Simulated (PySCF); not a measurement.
# SMILES BP[SiH2]O[SiH3], BH8OPSi2

Geometry:
```json
{"atom": "B1", "x (Å)": "2.925", "y (Å)": "0.271", "z (Å)": "0.367"}
{"atom": "P2", "x (Å)": "1.240", "y (Å)": "0.906", "z (Å)": "-0.044"}
{"atom": "Si3", "x (Å)": "0.096", "y (Å)": "-0.773", "z (Å)": "-0.988"}
{"atom": "O4", "x (Å)": "-1.530", "y (Å)": "-0.478", "z (Å)": "-0.901"}
{"atom": "Si5", "x (Å)": "-2.711", "y (Å)": "0.102", "z (Å)": "0.117"}
{"atom": "H6", "x (Å)": "3.890", "y (Å)": "0.982", "z (Å)": "0.245"}
{"atom": "H7", "x (Å)": "3.015", "y (Å)": "-0.819", "z (Å)": "0.877"}
{"atom": "H8", "x (Å)": "1.373", "y (Å)": "1.913", "z (Å)": "-1.033"}
{"atom": "H9", "x (Å)": "0.435", "y (Å)": "-0.943", "z (Å)": "-2.427"}
{"atom": "H10", "x (Å)": "0.467", "y (Å)": "-1.982", "z (Å)": "-0.198"}
{"atom": "H11", "x (Å)": "-3.982", "y (Å)": "0.177", "z (Å)": "-0.654"}
{"atom": "H12", "x (Å)": "-2.338", "y (Å)": "1.460", "z (Å)": "0.612"}
{"atom": "H13", "x (Å)": "-2.882", "y (Å)": "-0.816", "z (Å)": "1.283"}
```

Method: GIAO B3LYP/6-31++G** magnetisability, rotational g tensor and spin-rotation constants, non-relativistic, gas phase (PySCF). Geometry: PBE0-D3(BJ)/def2-SVP.

Problem. How diamagnetic is it, and how anisotropic?

Solution. Isotropic -1053 × 10⁻³⁰ J/T², or -63.4 × 10⁻⁶ cm³/mol; principal values -1249, -1042, -868 × 10⁻³⁰ J/T², anisotropy 330 × 10⁻³⁰ J/T² (root of half the summed squared differences of the principal values). The susceptibility is in cgs units.

Problem. Split it along the inertial axes a, b, c into diamagnetic and paramagnetic parts about the centre of mass, with the quadrupole moment.

Solution. 
```
axis  χ (10⁻⁶ cm³/mol)  diamagnetic (10⁻⁶ cm³/mol)  paramagnetic (10⁻⁶ cm³/mol)  summed x² of all electrons (Å²)  quadrupole Θ (D Å)
   a             -63.1                      -348.8                        285.7                            254.7               -1.90
   b             -69.6                     -1192.1                       1122.5                             56.0               +0.38
   c             -57.5                     -1318.1                       1260.6                             26.3               +1.52
```
Anisotropies 2χaa − χbb − χcc = +0.9 and 2χbb − χaa − χcc = -18.6 × 10⁻⁶ cm³/mol. Θ is traceless in Buckingham's convention.

Problem. And the rotational g tensor?

Solution. 
```tsv
axis	rotational constant (GHz)	g	nuclear part	electronic part
a	5.3487	-0.0924	0.6254	-0.7179
b	1.0979	-0.0163	0.5627	-0.5790
c	0.9750	-0.0203	0.5571	-0.5774
```
Asymmetric top; isotopes 11B, 1H, 16O, 31P, 28Si; no vibrational averaging.
